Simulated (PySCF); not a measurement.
## Radial density of Zn¹⁹⁺ (zinc, charge +19)

TPSS, [Ne] 3s1, 2S determinant. All numbers are calculated (PySCF 2.14, no relativity, point nucleus, in an even-tempered Gaussian basis (16 s from 1.7 bohr⁻², ratio 2.5; 11 p from 2.2 bohr⁻², ratio 2.5; 5 d from 8.7 bohr⁻², ratio 2.7; 4 f from 13 bohr⁻², ratio 2.7)).

```
r (bohr)  4πr²ρ (e/bohr)  4πr²(ρα − ρβ)
 0.00102          0.2265         0.0023
 0.00171          0.6145         0.0063
 0.00288           1.621         0.0166
 0.00485           4.076         0.0417
 0.00815           9.460         0.0957
  0.0137           19.20         0.1876
  0.0231           31.21         0.2714
  0.0388           35.90         0.1937
  0.0653           28.91        -0.0043
   0.110           32.22         0.4374
   0.185           37.89         0.6563
   0.311           13.62         0.1779
   0.522           3.041         2.4049
   0.879          0.4751         0.4737
    1.48        0.004212         0.0042
```

Task: Where is the radial spin density 4πr²(ρα − ρβ) most negative, and why is it negative at all?

Result: Around r = 0.0653 bohr, down to -0.0043 e/bohr: exchange with the open shell polarises the paired shells in an unrestricted calculation.
